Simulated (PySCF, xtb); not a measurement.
H₆Se, SMILES [SeH6].

Harmonic wavenumbers (cm⁻¹) from GFN2-xTB (xtb) at its own minimum, in rising order: 945, 945, 945, 1067, 1067, 1067, 1262, 1262, 1262, 1678, 1678, 1678, 1860, 1860, 1959.

What does B3LYP-D3(BJ)/def2-TZVP in PySCF give at its own minimum? (Estimate from the structure and the level; the computed values follow.)

1103, 1103, 1103, 1131, 1131, 1131, 1212, 1212, 1212, 1805, 1805, 1811, 1811, 1811, 2051. Paired by order, the mean absolute difference is 93 cm⁻¹ and the zero-point energies are 29.4 and 30.6 kcal/mol.
